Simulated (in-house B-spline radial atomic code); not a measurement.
Values are calculated unless marked as measured or tabulated.
**Weak and strong correlation along the adiabatic connection**

Two-electron singlets in several external potentials (atomic units), by full CI in B-splines with partial waves to l = 8 (correlation energies up to 0.6 % small). The repulsion is scaled by λ at fixed density; W(λ) is the mean repulsion less the Hartree energy, W(0) = E_x, and the area under W from 0 to 1 is E_xc.

One system gave this curve:

| λ | W (hartree) |
| --- | --- |
| 0 | -0.34016 |
| 0.02 | -0.34215 |
| 0.05 | -0.34504 |
| 0.12 | -0.35132 |
| 0.25 | -0.36154 |
| 0.4 | -0.37138 |
| 0.6 | -0.38202 |
| 0.8 | -0.39053 |
| 1 | -0.39747 |
| 1.4 | -0.40811 |
| 2 | -0.41906 |
| 3 | -0.43047 |
| 4.5 | -0.44049 |
| 7 | -0.4498 |
| 10 | -0.45617 |

**Question.** Which system is it?
A. −Z/r, Z = 7.27, wall at 2.3 bohr
B. −Z exp(−kr)/r, Z = 3.59, k = 1.11
C. −V exp(−r²/w²), V = 2.04, w = 7.84
D. ω²r²/2 − Z/r, ω = 0.0733, Z = 2

**Answer.** C. The exchange energy sets the size: −V exp(−r²/w²), V = 2.04, w = 7.84: E_x = -0.34, E_c = -0.0342; −Z/r, Z = 7.27, wall at 2.3 bohr: E_x = -4.32, E_c = -0.0451; −Z exp(−kr)/r, Z = 3.59, k = 1.11: E_x = -1.83, E_c = -0.0448; ω²r²/2 − Z/r, ω = 0.0733, Z = 2: E_x = -1.03, E_c = -0.042 hartree.
